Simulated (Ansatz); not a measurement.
Total energies of B(NH3)F3 (BNF₃H₃) from Ansatz at r2SCAN-D4/def2-TZVP, gas phase (1 Eh = 27.2114 eV = 2625.5 kJ/mol). The reference geometry is relaxed at r2SCAN-D4/def2-SVP.

```xyz
8

B     0.049   -0.563    0.643
N    -0.048    0.547   -0.624
H     0.844    1.032   -0.742
H    -0.773    1.241   -0.435
H    -0.275    0.069   -1.499
F    -1.205   -1.109    0.691
F     0.377    0.210    1.725
F     1.032   -1.427    0.242
```

```tsv
state	geometry	energy (Eh)
charge 0 singlet	reference	-381.15712
charge 1 doublet	reference	-380.70116
free B atom (doublet)	–	-24.63675
free N atom (quartet)	–	-54.58101
free H atom (doublet)	–	-0.49993
free F atom (doublet)	–	-99.72763
```

**Question.** Work out the vertical ionisation energy to the doublet.

**Answer.** E(charge 1 doublet) − E(charge 0 singlet) = -380.70116 − (-381.15712) = 0.45596 Eh = 12.41 eV. For comparison, −ε of the highest occupied level is 8.61 eV at this level, 3.80 eV less.

**Question.** What is the binding energy per atom against free atoms?

**Answer.** Atoms: 1 × (-24.63675) + 1 × (-54.58101) + 3 × (-0.49993) + 3 × (-99.72763) = -379.90044 Eh. Binding: -379.90044 − (-381.15712) = 1.25668 Eh = 34.20 eV, or 4.27 eV for each of 8 atoms (no zero-point energy, no counterpoise term).
